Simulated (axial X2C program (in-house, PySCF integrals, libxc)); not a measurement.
**Correcting the dissociation energy of SeCl⁺ for spin–orbit coupling**

A spin-free PBE0 curve (one-electron X2C) was computed with an in-house relativistic program for diatomic molecules, basis Se dyall-cv3z [8s9p6d4f1g], Cl dyall-av3z [9s8p3d2f] (cores contracted in-house), for the state M_S = 1, Λ = 0 (beyond evenly filled blocks: π+α, π-α). It gives D0 = 3.232 eV to Se+ + Cl, which in a spin-free picture are the weighted means of the ground terms.

Measured levels of the ground terms (NIST Handbook of Basic Atomic Spectroscopic Data), in cm⁻¹: Se+ 4S: J = 3/2 at 0; Cl 2P: J = 3/2 at 0, J = 1/2 at 882.4.

The molecular state has Λ = 0, so it has no first-order lowering.

Question: How far does each ground level lie under the (2J+1)-weighted mean of its term?

Answer: Se+: a single level, 0; Cl: (4 × 0 + 2 × 882.4)/6 = 294 cm⁻¹.

Question: Correct D0.

Answer: D0 = 3.232 + (0 − 294)/8065.5 = 3.196 eV at PBE0 with these spin–orbit terms.

Second-order spin–orbit effects in the molecule, which grow quickly with Z, are left out. The state is one determinant whose occupation by symmetry is held fixed; it was picked as the lowest of a PBE0 search that is not exhaustive. Dissociation energies refer to the lowest single-determinant-based atoms at the same level and basis. PBE0 can misorder states that lie within some tenths of an eV, so this need not be the ground state of the molecule. The nearest other spin-free determinant of the search, M_S = 0, Λ = 2, lies 0.87 eV up at the distance of the search.
